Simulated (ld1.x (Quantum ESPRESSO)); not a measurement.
Logarithmic derivatives: europium, TM semilocal

ld1.x (Quantum ESPRESSO) 7.5 input, shortened:

```
&input
   title='Eu', zed=63., rel=1, dft='PZ', iswitch=3,
   config='[Xe] 4f7 5d0 6s2 6p0'
 /
 &inputp
   pseudotype=1, tm=.true., lloc=1,
   nlcc=.true., rcore=1.55
 /
3
5S  1  0   2.00   0.00  1.66  1.66  0.0
5D  3  2   0.00   0.00  3.35  3.35  0.0
5P  2  1   6.00   0.00  2.65  2.65  0.0
 &test
   configts(1)='5s2 5p6 5d0 6s2 6p0'
 /
```

Occupied shells without a wave of their own: 6s. They enter only through the test configuration that unscreens the potential, and ld1.x also counts them in the model core charge.

The phase is arctan(r·u′/u) with u = r·R(r), unwrapped; energies in Ry, scanned from -5 to 5 Ry. A pole is an energy at which the radial function vanishes at the test radius. The pseudo phase is shifted by a multiple of π to meet the all-electron one at the reference energy, and phase errors are pseudo minus all-electron; the curves can meet again beyond the range given. Levels narrower than the energy grid can be missing from the lists of poles. n/a: not evaluated, since a narrow level or a reset projector energy made the automatic matching unsafe.

```json
{"channel": "s", "radius (bohr)": "3.67", "reference energy (Ry)": "-3.29", "poles, all-electron": "0.92", "poles, pseudo": "0.83", "unbroken range about the reference energy with phases within 0.05 rad": "n/a", "phase error 1 Ry above the reference energy (rad)": "n/a"}
{"channel": "p", "radius (bohr)": "3.67", "reference energy (Ry)": "-1.75", "poles, all-electron": "-1.72, 1.79", "poles, pseudo": "-1.72, 1.54", "unbroken range about the reference energy with phases within 0.05 rad": "below -0.1", "phase error 1 Ry above the reference energy (rad)": "-0.005"}
{"channel": "d", "radius (bohr)": "3.67", "reference energy (Ry)": "-0.13", "poles, all-electron": "0.24, 3.44", "poles, pseudo": "0.24, 3.51", "unbroken range about the reference energy with phases within 0.05 rad": "below 1.2", "phase error 1 Ry above the reference energy (rad)": "+0.012"}
```

ld1.x takes every shell without a wave as core, so the model core holds the 6s electrons as well and exchange and correlation see them twice. This cancels in the reference configuration, but the file is broken for other ones, and its errors say nothing about a proper core correction.

Phases in the d channel:

| E (Ry) | all-electron | pseudo |
| --- | --- | --- |
| -5.00 | 1.448 | 1.448 |
| -4.48 | 1.441 | 1.441 |
| -3.96 | 1.432 | 1.432 |
| -3.44 | 1.422 | 1.422 |
| -2.92 | 1.408 | 1.408 |
| -2.40 | 1.390 | 1.391 |
| -1.88 | 1.365 | 1.365 |
| -1.36 | 1.322 | 1.323 |
| -0.84 | 1.230 | 1.231 |
| -0.32 | 0.677 | 0.679 |
| 0.20 | -1.540 | -1.538 |
| 0.72 | -1.793 | -1.785 |
| 1.24 | -2.165 | -2.117 |
| 1.76 | -3.897 | -3.750 |
| 2.28 | -4.487 | -4.459 |
| 2.80 | -4.628 | -4.616 |
| 3.32 | -4.700 | -4.691 |
| 3.84 | -4.753 | -4.746 |
| 4.36 | -4.809 | -4.803 |
| 4.88 | -4.895 | -4.888 |
